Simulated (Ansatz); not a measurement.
Start from `B[O][GeH2][CH3]` and change one atom or group to get `B[O][GeH2][F]`.

Ansatz, PBE0-D4/def2-TZVP geometries, multiplicity 1. Each molecule was computed in one conformer, which needn't be the lowest.

Scalar relativity is left out up to krypton.

```
                                          property  `B[O][GeH2][CH3]`
               HOMO energy (B3LYP/def2-TZVPP) / eV              -7.73
              HOMO–LUMO gap (PBE0/def2-TZVPP) / eV               7.70
  size of the dipole moment (B3LYP/def2-TZVPP) / D               2.42
             HOMO–LUMO gap (B3LYP/def2-TZVPP) / eV               7.25
             LUMO energy (ωB97M-V/def2-TZVPP) / eV               1.60
size of the dipole moment (ωB97M-V/def2-TZVPP) / D               2.44
```

What does the change do to each property? (Estimate.)

The calculation gave: 
```json
{"property": "HOMO energy (B3LYP/def2-TZVPP) / eV", "`B[O][GeH2][F]`": "-8.34", "shift": "-0.61"}
{"property": "HOMO–LUMO gap (PBE0/def2-TZVPP) / eV", "`B[O][GeH2][F]`": "7.87", "shift": "0.17"}
{"property": "size of the dipole moment (B3LYP/def2-TZVPP) / D", "`B[O][GeH2][F]`": "2.32", "shift": "-0.10"}
{"property": "HOMO–LUMO gap (B3LYP/def2-TZVPP) / eV", "`B[O][GeH2][F]`": "7.43", "shift": "0.18"}
{"property": "LUMO energy (ωB97M-V/def2-TZVPP) / eV", "`B[O][GeH2][F]`": "1.24", "shift": "-0.36"}
{"property": "size of the dipole moment (ωB97M-V/def2-TZVPP) / D", "`B[O][GeH2][F]`": "2.35", "shift": "-0.09"}
```

With PBE0 the HOMO falls by 0.61 eV and the LUMO falls by 0.44 eV, so the gap widens by about 0.17 eV. PBE moves the HOMO by -0.57 eV and ωB97M-V by -0.62 eV. Dipoles are sizes alone; their direction can turn.

B3LYP here is the variant with VWN-RPA as its local correlation; programs differ in this.
